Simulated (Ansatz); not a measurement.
Total energies of C3H7CdCl (`C[CH](C)[Cd][Cl]`).

| atom | x (Å) | y (Å) | z (Å) |
| --- | --- | --- | --- |
| C1 | -1.298 | 0.551 | -0.204 |
| C2 | -0.061 | -0.076 | 0.420 |
| C3 | 0.355 | -1.345 | -0.309 |
| Cd4 | 1.544 | 1.316 | 0.554 |
| Cl5 | 3.280 | 2.820 | 0.702 |
| H6 | -1.647 | 1.429 | 0.345 |
| H7 | -1.125 | 0.856 | -1.240 |
| H8 | -2.123 | -0.173 | -0.220 |
| H9 | -0.279 | -0.325 | 1.464 |
| H10 | 1.206 | -1.842 | 0.163 |
| H11 | 0.623 | -1.149 | -1.351 |
| H12 | -0.475 | -2.063 | -0.324 |

The species carries charge 0 and has multiplicity 1. Correlated methods include outer-core shells of Cd, which these sets cover unevenly. Cd takes the def2 core potential. The structure was optimised at the PBE0-D4/def2-TZVP level. It is one conformer, not always the lowest. Basis def2-TZVPP, Ansatz.

RPA on PBE orbitals: Hartree–Fock energy of these orbitals -744.07511 Eh, correlation -2.15813 Eh (frozen core).

| functional | energy without D4 (Eh) | D4 term (kJ/mol) |
| --- | --- | --- |
| LDA (SPW92) | -743.68845 | – |
| PBE | -746.24370 | -25.2 |
| revPBE | -746.52786 | -76.7 |
| BLYP | -746.48147 | -55.2 |
| r2SCAN | -746.55262 | -6.3 |
| B97M-V | -746.47928 | – |
| PBE0 | -746.29347 | -21.3 |
| B3LYP | -746.67944 | -40.6 |
| r2SCANh | -746.53190 | -6.7 |
| r2SCAN0 | -746.50236 | -7.4 |
| HSE06 (plane-wave form) | -746.27718 | -20.0 |
| BHLYP | -746.42841 | -31.7 |
| CAM-B3LYP | -746.50973 | -21.7 |
| LC-ωPBE | -746.42231 | – |
| ωB97X-V | -746.46948 | – |
| ωB97M-V | -746.44035 | – |
| B2PLYP | -746.27187 | – |
| PBE-QIDH | -746.15100 | – |

B3LYP takes the VWN-RPA correlation (the form of Gaussian; ORCA's B3LYP/G). HSE06 is the plane-wave form, built on full-range PBE exchange. The double hybrids freeze the cores in their second-order part.

LC-ωPBE has ω = 0.4 bohr⁻¹.
